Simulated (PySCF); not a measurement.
## Shapes and spin states of OsF4

Level of theory: PBE0 in PySCF with Os def2-SVP with ECP60, F def2-SVP; scalar-relativistic core potentials, no spin–orbit coupling; density-fitted integrals.

Relaxations began from a few typed shapes and spin states; open shells are unrestricted. The search is not exhaustive: other isomers or separated fragments can lie lower, and high-lying points may rest on an excited occupation.

(1) Which is the lowest minimum found?
A. singlet (closed shell, unstable to spin polarisation) C2v: Os–F 1.845 Å (×2), Os–F 1.864 Å (×2); F–Os–F 85.6°, F–Os–F 105.1°, F–Os–F 116.5° (×4)
B. singlet C2: Os–F 1.844 Å (×2), Os–F 1.863 Å (×2); F–Os–F 85.7°, F–Os–F 107.7° (×2), F–Os–F 108.5°, F–Os–F 123.5° (×2)
C. singlet Cs: Os–F 1.825 Å, Os–F 1.849 Å (×2), Os–F 1.866 Å; F–Os–F 87.7° (×2), F–Os–F 111.9° (×2), F–Os–F 126.3°, F–Os–F 129.3°
D. triplet C2v: Os–F 1.852 Å (×2), Os–F 1.862 Å (×2); F–Os–F 79.6°, F–Os–F 85.3°, F–Os–F 124.4° (×4)
E. quintet D4h: Os–F 1.864 Å (×4); F–Os–F 90.0° (×4), F–Os–F 180.0° (×2)
F. triplet C2v: Os–F 1.814 Å (×2), Os–F 1.864 Å (×2); F–Os–F 91.2° (×4), F–Os–F 146.7°, F–Os–F 171.8°
G. singlet (closed shell, unstable to spin polarisation) D2d: Os–F 1.855 Å (×4); F–Os–F 93.1° (×2), F–Os–F 118.2° (×4)
H. triplet D4h: Os–F 1.827 Å (×4); F–Os–F 90.0° (×4), F–Os–F 180.0° (×2)

Results:

(1) E. The others lie at 23.6 (triplet D4h), 56.9 (triplet C2v, a saddle point), 130.6 (singlet Cs), 132.3 (singlet C2v), 132.5 (singlet C2, a saddle point), 133.0 (triplet C2v), 133.0 (singlet D2d, a saddle point) kJ/mol above it.

Formally Os is in oxidation state +4, d4, with 4 unpaired electrons (the high-spin count). The Mulliken spin on Os is 3.33. The polar-tensor charge on Os, 2.47, is below the formal one.

For the lowest minimum: other spin states or occupations of the open shell can lie lower. With an element this heavy the missing spin–orbit coupling can shift these numbers.
